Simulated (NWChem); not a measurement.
All runs are NWChem calculations. System: Cl3Si, charge 0, spin multiplicity 2, at a geometry optimised with UPBE/def2-SVP. The structure started from a generated list of species. Its SCF solution wasn't tested for a lower state. Level: UHF/def2-TZVP.

NWChem printed:

```
             Northwest Computational Chemistry Package (NWChem) 7.3.0
             --------------------------------------------------------

                                NWChem Input Module
                                -------------------

 Scaling coordinates for geometry "geometry" by  1.889725989
 (inverse scale =  0.529177249)

 Turning off AUTOSYM since
 SYMMETRY directive was detected!

                             Geometry "geometry" -> ""
                             -------------------------

 Output coordinates in angstroms (scale by  1.889725989 to convert to a.u.)

  No.       Tag          Charge          X              Y              Z
 ---- ---------------- ---------- -------------- -------------- --------------
    1 Cl                  17.0000    -0.97916000    -0.15246900     1.69638800
    2 Si                  14.0000    -0.00088300     0.54973400     0.00000000
    3 Cl                  17.0000    -0.97916000    -0.15246900    -1.69638800
    4 Cl                  17.0000     1.95904700    -0.14778500     0.00000000

 Effective nuclear repulsion energy (a.u.)     316.8477807961

            Nuclear Dipole moment (a.u.)
            ----------------------------
        X                 Y               Z
 ---------------- ---------------- ----------------
    -0.0000056692    -0.0000283459     0.0000000000

      Symmetry information
      --------------------

 Group name             Cs
 Group number              2
 Group order               2
 No. of unique centers     3

      Symmetry unique atoms

     1    2    4


 Summary of "ao basis" -> "" (spherical)
 ------------------------------------------------------------------------------
       Tag                 Description            Shells   Functions and Types
 ---------------- ------------------------------  ------  ---------------------
 *                         def2-tzvp                  on all atoms

 Summary of "ao basis" -> "ao basis" (spherical)
 ------------------------------------------------------------------------------
       Tag                 Description            Shells   Functions and Types
 ---------------- ------------------------------  ------  ---------------------
 Cl                        def2-tzvp                13       37   5s5p2d1f
 Si                        def2-tzvp                13       37   5s5p2d1f

                                 NWChem SCF Module
                                 -----------------
[...]
   116     -0.388331  4 Cl s                 53     -0.305572  2 Si py

 Vector   35  Occ=0.000000D+00  E= 1.495267D-01  Symmetry=a'
              MO Center= -8.6D-02,  7.0D-01,  5.7D-10, r^2= 5.8D+00
   Bfn.  Coefficient  Atom+Function         Bfn.  Coefficient  Atom+Function
  ----- ------------  ---------------      ----- ------------  ---------------
    55      1.457964  2 Si px               116     -0.828929  4 Cl s
     5      0.414448  1 Cl s                 79      0.414448  3 Cl s
   129      0.378114  4 Cl px                20     -0.321492  1 Cl pz
    94      0.321492  3 Cl pz                52      0.302520  2 Si px
   130     -0.252675  4 Cl py                18     -0.179372  1 Cl px

 center of mass
 --------------
 x =   0.00001022 y =  -0.00641837 z =   0.00000000

 moments of inertia (a.u.)
 ------------------
         757.440025193001          -1.083554554959           0.000000000000
          -1.083554554959        1437.427656667080           0.000000000000
           0.000000000000           0.000000000000         757.428772615821

  Mulliken analysis of the total density
  --------------------------------------

    Atom       Charge   Shell Charges
 -----------   ------   -------------------------------------------------------
    1 Cl  17    17.26   2.01  0.45  1.52  1.09  0.86  4.18  1.69  1.06  2.89  1.47  0.01  0.03  0.00
    2 Si  14    13.21   2.00  0.59  1.39  0.89  0.24  4.11  1.73  0.46  1.07  0.16  0.17  0.32  0.08
    3 Cl  17    17.26   2.01  0.45  1.52  1.09  0.86  4.18  1.69  1.06  2.89  1.47  0.01  0.03  0.00
    4 Cl  17    17.26   2.01  0.45  1.52  1.09  0.86  4.18  1.69  1.06  2.89  1.47  0.01  0.03  0.00

  Mulliken analysis of the alpha density
  --------------------------------------

    Atom       Charge   Shell Charges
 -----------   ------   -------------------------------------------------------
    1 Cl  17     8.67   1.01  0.22  0.76  0.55  0.43  2.09  0.84  0.54  1.47  0.74  0.00  0.01  0.00
    2 Si  14     7.00   1.00  0.30  0.69  0.54  0.19  2.06  0.86  0.26  0.68  0.12  0.09  0.17  0.04
    3 Cl  17     8.67   1.01  0.22  0.76  0.55  0.43  2.09  0.84  0.54  1.47  0.74  0.00  0.01  0.00
    4 Cl  17     8.67   1.01  0.22  0.76  0.55  0.43  2.09  0.84  0.54  1.47  0.74  0.00  0.01  0.00

   Mulliken analysis of the beta density
   -------------------------------------

    Atom       Charge   Shell Charges
 -----------   ------   -------------------------------------------------------
    1 Cl  17     8.59   1.01  0.22  0.76  0.54  0.43  2.09  0.85  0.52  1.42  0.74  0.00  0.01  0.00
    2 Si  14     6.22   1.00  0.29  0.70  0.35  0.05  2.05  0.87  0.20  0.39  0.04  0.08  0.15  0.04
    3 Cl  17     8.59   1.01  0.22  0.76  0.54  0.43  2.09  0.85  0.52  1.42  0.74  0.00  0.01  0.00
    4 Cl  17     8.59   1.01  0.22  0.76  0.54  0.43  2.09  0.85  0.52  1.42  0.74  0.00  0.01  0.00

   Mulliken analysis of the spin density
   -------------------------------------

    Atom       Charge   Shell Charges
 -----------   ------   -------------------------------------------------------
    1 Cl  17     0.07   0.00  0.00 -0.00  0.00 -0.00  0.00 -0.00  0.02  0.05 -0.00 -0.00 -0.00  0.00
    2 Si  14     0.78   0.00  0.01 -0.01  0.19  0.14  0.01 -0.01  0.07  0.29  0.07  0.01  0.02 -0.00
    3 Cl  17     0.07   0.00  0.00 -0.00  0.00 -0.00  0.00 -0.00  0.02  0.05 -0.00 -0.00 -0.00  0.00
    4 Cl  17     0.07   0.00  0.00 -0.00  0.00 -0.00  0.00 -0.00  0.02  0.05 -0.00 -0.00 -0.00  0.00

       Multipole analysis of the density wrt the origin
       ------------------------------------------------

     L   x y z        total         alpha         beta         nuclear
     -   - - -        -----         -----         ----         -------
     0   0 0 0     -0.000000    -33.000000    -32.000000     65.000000

     1   1 0 0     -0.000637      0.001284     -0.001915     -0.000006
     1   0 1 0      0.389296     -0.804081      1.193405     -0.000028
     1   0 0 1      0.000000      0.000000     -0.000000      0.000000

     2   2 0 0    -38.790334   -195.585812   -192.602328    349.397806
     2   1 1 0     -0.003213     -0.261328     -0.267956      0.526071
     2   1 0 1     -0.000000     -0.000000     -0.000000      0.000000
     2   0 2 0    -36.778134    -31.576902    -24.458491     19.257259
     2   0 1 1      0.000000      0.000000     -0.000000      0.000000
     2   0 0 2    -38.790303   -195.588545   -192.605033    349.403275

 Task  times  cpu:        5.6s     wall:        5.6s

 Total times  cpu:        5.6s     wall:        5.6s
```

Write an NWChem input that would produce this output.

One answer among several that fit: 
```
start mol
memory heap 200 mb stack 900 mb global 1100 mb
geometry units angstroms nocenter noautoz
  Cl    -0.979160    -0.152469     1.696388
  Si    -0.000883     0.549734     0.000000
  Cl    -0.979160    -0.152469    -1.696388
  Cl     1.959047    -0.147785     0.000000
  symmetry group Cs
end
basis spherical
  * library def2-tzvp
end
scf
  uhf
  nopen 1
  maxiter 100
  thresh 1e-7
  semidirect memsize 60000000 filesize 0
  # guess.movecs holds the orbitals of an unrestricted PBE0 run
  vectors input guess.movecs output mol.movecs
end
task scf energy
```
